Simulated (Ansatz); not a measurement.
Stepwise reaction of `[CH3][Ge]([CH3])([CH3])[Cl]` with hydrogen, as a gas-phase model of exchange steps in deposition or etching. ΔE in kJ/mol; ΔG adds harmonic PBE0-D4 terms to CCSD(T)/CBS, at 1 bar.

Calculated with Ansatz (gas phase, PBE0-D4/def2-TZVP geometries, no zero-point term in ΔE). CCSD(T)/CBS adds triple-zeta CCSD(T) − MP2 to the extrapolated MP2 energy (def2 sets, frozen cores). This one scheme is used for every species. Functionals use def2-TZVPP. B3LYP here is the variant with VWN-RPA as its local correlation; programs differ in this. For Ge outer-core shells are correlated without core-valence functions, which leaves a few kJ/mol of doubt a bond. Scalar relativity is left out up to krypton.

```json
{"step": "1", "reaction": "`[CH3][Ge]([CH3])([CH3])[Cl]` + H₂ → `[CH3][GeH]([CH3])[Cl]` + CH₄", "PBE-D4": "-27.9", "B3LYP-D4": "-31.6", "ωB97M-V": "-29.2", "CCSD(T)/CBS": "-26.3", "ΔG(600 K)": "-27.4"}
{"step": "2", "reaction": "`[CH3][GeH]([CH3])[Cl]` + H₂ → `[CH3][GeH2][Cl]` + CH₄", "PBE-D4": "-28.0", "B3LYP-D4": "-31.9", "ωB97M-V": "-29.5", "CCSD(T)/CBS": "-26.3", "ΔG(600 K)": "-21.8"}
{"step": "3", "reaction": "`[CH3][GeH2][Cl]` + H₂ → `[Cl][GeH3]` + CH₄", "PBE-D4": "-28.1", "B3LYP-D4": "-32.4", "ωB97M-V": "-30.0", "CCSD(T)/CBS": "-26.1", "ΔG(600 K)": "-16.5"}
```

Question: By hand: ΔE of the 3 steps together at CCSD(T)/CBS.

Answer: (-26.3) + (-26.3) + (-26.1) = -78.7 kJ/mol, or -26.2 kJ/mol a step.

In ΔE the steps differ by no more than 0.2 kJ/mol. All are downhill at CCSD(T)/CBS. ΔG lies between -27.4 and -16.5 kJ/mol a step. PBE-D4 differs from CCSD(T)/CBS by -2.0 to -1.6 kJ/mol a step. Isolated molecules leave out the surface, adducts and barriers. Largest T1 diagnostic: 0.010.
